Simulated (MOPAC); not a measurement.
MOPAC input (PM6):

```
PM6 PRECISE GNORM=0.05 LET XYZ CHARGE=-1 GEO-OK AUX(PRECISION=9) THREADS=1
H5S

S     0.08993900 1    0.00028500 1   -0.00039200 1
H    -1.22735200 1   -0.00389600 1    0.00534800 1
H    -0.05803800 1    1.64023700 1    0.02031800 1
H    -0.04779900 1   -1.64057300 1   -0.01985700 1
H    -0.04570700 1   -0.02023300 1    1.64062800 1
H    -0.06013000 1    0.01989700 1   -1.64016700 1
```

Output:

```
 *******************************************************************************
 **                                                                           **
 **                              MOPAC v23.2.5                                **
 **                                                                           **
 *******************************************************************************
 ** MOPAC's Digital Object Identifier: https://doi.org/10.5281/zenodo.6511958 **
 **                                                                           **
 ** Please cite the open-source release paper for use of this MOPAC version:  **
 ** J. E. Moussa and J. J. P. Stewart (2026)                                  **
 ** MOPAC: An open-source semiempirical molecular orbital program             **
 ** J. Open Source Softw., 11(119), 8025, https://doi.org/10.21105/joss.08025 **
 *******************************************************************************

                              PM6 CALCULATION RESULTS

 *******************************************************************************
 *  PM6        - The PM6 Hamiltonian to be used
 *  GEO-OK     - OVERRIDE INTERATOMIC DISTANCE AND OTHER SAFETY CHECKS
 *
 *
 *
 *                 CHARGE ON SYSTEM = -1
 *
 *
 *
 *  LET        - OVERRIDE SOME SAFETY CHECKS
 *  PRECISE    - TIGHTER CRITERIA TO BE USED
 *  XYZ        - CARTESIAN COORDINATE SYSTEM TO BE USED
 *  GNORM      - EXIT WHEN GRADIENT NORM DROPS BELOW 0.050
 *  AUX        - OUTPUT AUXILIARY INFORMATION
 *******************************************************************************
PM6 PRECISE GNORM=0.05 LET XYZ CHARGE=-1 GEO-OK AUX(PRECISION=9) THREADS=1
 H5S

   ATOM   CHEMICAL          X               Y               Z
  NUMBER   SYMBOL      (ANGSTROMS)     (ANGSTROMS)     (ANGSTROMS)

     1       S          0.08993900  *   0.00028500  *  -0.00039200  *
     2       H         -1.22735200  *  -0.00389600  *   0.00534800  *
     3       H         -0.05803800  *   1.64023700  *   0.02031800  *
     4       H         -0.04779900  *  -1.64057300  *  -0.01985700  *
     5       H         -0.04570700  *  -0.02023300  *   1.64062800  *
     6       H         -0.06013000  *   0.01989700  *  -1.64016700  *

          CARTESIAN COORDINATES

    NO.       ATOM           X           Y           Z

     1         S          0.0899      0.0003     -0.0004
     2         H         -1.2274     -0.0039      0.0053
     3         H         -0.0580      1.6402      0.0203
     4         H         -0.0478     -1.6406     -0.0199
     5         H         -0.0457     -0.0202      1.6406
     6         H         -0.0601      0.0199     -1.6402

 General Reference for PM6:
 "Optimization of Parameters for Semiempirical Methods V: Modification of NDDO Approximations
 and Application to 70 Elements", J. J. P. Stewart, J. Mol. Mod., 13, 1173-1213 (2007)
 URL: https://link.springer.com/article/10.1007/s00894-007-0233-4

           Empirical Formula: H5 S  =     6 atoms

      MOLECULAR POINT GROUP   :   C4v

      RHF CALCULATION, NO. OF DOUBLY OCCUPIED LEVELS = 6

          Geometry optimization using EF

          DIAGONAL MATRIX USED AS START HESSIAN

 CYCLE:     1  GRAD.:   109.566 HEAT:  168.1684
 CYCLE:     2  GRAD.:    70.422 HEAT:  150.1217
 CYCLE:     3  GRAD.:   198.091 HEAT:  155.8807
 CYCLE:     4  GRAD.:    58.651 HEAT:  144.0404
 CYCLE:     5  GRAD.:    20.086 HEAT:  141.9985
 CYCLE:     6  GRAD.:     2.044 HEAT:  141.4774
 CYCLE:     7  GRAD.:     0.659 HEAT:  141.4727
 CYCLE:     8  GRAD.:     0.036 HEAT:  141.4724

     GRADIENT =  0.03632 IS LESS THAN CUTOFF =  0.05000

 -------------------------------------------------------------------------------
 PM6 PRECISE GNORM=0.05 LET XYZ CHARGE=-1 GEO-OK AUX(PRECISION=9) THREADS=1
 H5S

     GEOMETRY OPTIMISED USING EIGENVECTOR FOLLOWING (EF).
     SCF FIELD WAS ACHIEVED

                              PM6 CALCULATION
                                                       MOPAC v23.2.5 Linux

          FINAL HEAT OF FORMATION =        141.47240 KCAL/MOL =     591.92054 KJ/MOL

          COSMO AREA              =         68.04 SQUARE ANGSTROMS
          COSMO VOLUME            =         49.98 CUBIC ANGSTROMS

          GRADIENT NORM           =          0.03632          =       0.01483 PER ATOM
          IONIZATION POTENTIAL    =         -1.586392 EV
          HOMO LUMO ENERGIES (EV) =          1.586  9.717
          NO. OF FILLED LEVELS    =          6
          MOLECULAR WEIGHT        =         37.0995         POINT GROUP:  C4v

          MOLECULAR DIMENSIONS (Angstroms)

            Atom       Atom       Distance
            H     6    H     5     2.85394
            H     4    H     3     2.85394
            S     1    H     2     1.37190

          SCF CALCULATIONS        =          9

   ATOM   CHEMICAL          X               Y               Z
  NUMBER   SYMBOL      (ANGSTROMS)     (ANGSTROMS)     (ANGSTROMS)

     1       S          0.10619349  *   0.00033664  *  -0.00046282  *
     2       H         -1.26568365  *  -0.00401774  *   0.00551498  *
     3       H         -0.07070716  *   1.42664516  *   0.01776114  *
     4       H         -0.06180105  *  -1.42706572  *  -0.01718392  *
     5       H         -0.05998138  *  -0.01766334  *   1.42713745  *
     6       H         -0.07252682  *   0.01724241  *  -1.42656023  *

                             CARTESIAN COORDINATES

   1    S        0.106193494     0.000336638    -0.000462818
   2    H       -1.265683655    -0.004017744     0.005514975
   3    H       -0.070707160     1.426645165     0.017761138
   4    H       -0.061801048    -1.427065720    -0.017183921
   5    H       -0.059981384    -0.017663344     1.427137453
   6    H       -0.072526821     0.017242410    -1.426560235

           Empirical Formula: H5 S  =     6 atoms

      MOLECULAR POINT GROUP   :   C4v

                  EIGENVALUES
 -22.50014  -7.03128  -7.03128  -5.01454  -0.02394   1.58639   9.71697  11.61799
  11.61799  16.16988  16.32357  17.47210  17.47210  17.81421

              NET ATOMIC CHARGES AND DIPOLE CONTRIBUTIONS

  ATOM NO.   TYPE          CHARGE      No. of ELECS.   s-Pop       p-Pop       d-Pop
    1          S           0.408382        5.5916     1.84747     3.29806     0.44609
    2          H          -0.065425        1.0654     1.06543
    3          H          -0.335739        1.3357     1.33574
    4          H          -0.335739        1.3357     1.33574
    5          H          -0.335739        1.3357     1.33574
    6          H          -0.335739        1.3357     1.33574
 DIPOLE           X         Y         Z       TOTAL
 POINT-CHG.     1.274     0.004    -0.006     1.274
 HYBRID        -1.588    -0.005     0.007     1.588
 SUM           -0.313    -0.001     0.001     0.313

          ATOMIC ORBITAL ELECTRON POPULATIONS

     Atom    s        px        py        pz      x^2-y^2     xz        z^2       yz        xy
    1  S   1.84747   1.23454   1.03176   1.03176   0.19842   0.00052   0.24648   0.00016   0.00051
    2  H   1.06543
    3  H   1.33574
    4  H   1.33574
    5  H   1.33574
    6  H   1.33574

 **********************
 *                    *
 * JOB ENDED NORMALLY *
 *                    *
 **********************

 == MOPAC DONE ==
```

The dipole moment of an ion depends on the origin.

The geometry given is a B3LYP-D3(BJ)/def2-TZVP minimum.
